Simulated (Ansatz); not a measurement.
`OC(=S)[SeH]` + GeH₄ → `[GeH3][SeH]` + `OC=S`  (formal exchange of groups at the Se–C bond)

Program: Ansatz. Geometries: PBE0-D4/def2-TZVP. ΔE: electronic, gas phase. CCSD(T)/CBS adds triple-zeta CCSD(T) − MP2 to the extrapolated MP2 energy (def2 sets, frozen cores). This one scheme is used for every species. For Ge, Se outer-core shells are correlated without core-valence functions, which leaves a few kJ/mol of doubt a bond. Scalar relativity is left out up to krypton. One conformer a species, not always the lowest.

`OC(=S)[SeH]`:

Z-matrix (Å, degrees):
```
C
S 1 1.623
Se 1 1.887 2 122.1
O 1 1.329 2 125.1 3 180.0
H 3 1.472 1 95.5 2 -180.0
H 4 0.971 1 106.6 2 0.0
```

GeH₄:

Z-matrix (Å, degrees):
```
Ge
H 1 1.534
H 1 1.534 2 109.5
H 1 1.534 2 109.5 3 -120.0
H 1 1.534 2 109.5 3 120.0
```

`[GeH3][SeH]`:

```xyz
6

Ge    0.153   -0.573   -0.090
Se    0.469    1.715    0.378
H    -0.446   -0.756   -1.492
H     1.556   -1.188   -0.021
H    -0.768   -1.212    0.960
H    -0.964    2.015    0.264
```

`OC=S`:

Z-matrix (Å, degrees):
```
C
O 1 1.332
S 1 1.605 2 123.8
H 1 1.094 2 113.9 3 180.0
H 2 0.965 1 110.0 3 -180.0
```

| species | HF/def2-TZVPP energy (Eh) |
| --- | --- |
| `OC(=S)[SeH]` | -2911.31084 |
| GeH₄ | -2077.67888 |
| `[GeH3][SeH]` | -4477.55831 |
| `OC=S` | -511.46172 |

Work out ΔE.

ΔE = (-4477.55831) + (-511.46172) − (-2911.31084) − (-2077.67888) = -0.03031 Eh = -79.6 kJ/mol. CCSD(T)/CBS gives -62.0 kJ/mol.

Largest T1 diagnostic among the species: 0.018.

In def2-TZVPP, CCSD(T) changes the Hartree–Fock value by +19.4 kJ/mol (the triples alone add +4.6 kJ/mol) and MP2 by +24.2 kJ/mol. Leaving LDA and LC-ωPBE aside and taking each functional with its dispersion term where it has one, the values, not all of them listed here, spread over 17.7 kJ/mol, from BHLYP-D4 to revPBE-D4. LDA lies +11.9 kJ/mol from PBE without D4. From r2SCAN to r2SCAN0 (25 % exact exchange), in def2-TZVPP and without D4, ΔE moves by −6.8 kJ/mol.
